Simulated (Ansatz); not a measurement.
The same ligand exchange along the group F, Cl, Br.

Calculated with Ansatz (gas phase, PBE0-D4/def2-TZVP geometries, no zero-point term in ΔE). CCSD(T)/CBS is the MP2 limit (def2-TZVPP, def2-QZVPP) plus CCSD(T) − MP2 in def2-TZVPP, frozen cores. This one scheme is used for every species. Functionals use def2-TZVPP. For As, Br outer-core shells are correlated without core-valence functions, which leaves a few kJ/mol of doubt a bond. Scalar relativity is left out up to krypton. Each species was taken in one conformer, which may not be the lowest.

```
                                                   reaction  B2PLYP (kJ/mol)  CCSD/CBS(def2) (kJ/mol)  CCSD(T)/CBS(def2) (kJ/mol)
  `O[SiH2][SiH2]F` + `[AsH3]` → `O[SiH2][AsH2]` + `F[SiH3]`              -43                      -44                         -44
`O[SiH2][SiH2]Cl` + `[AsH3]` → `O[SiH2][AsH2]` + `[SiH3]Cl`              -35                      -35                         -35
`O[SiH2][SiH2]Br` + `[AsH3]` → `O[SiH2][AsH2]` + `[SiH3]Br`              -32                      -31                         -30
```

Largest T1 diagnostic: 0.012, for `O[SiH2][SiH2]F`.
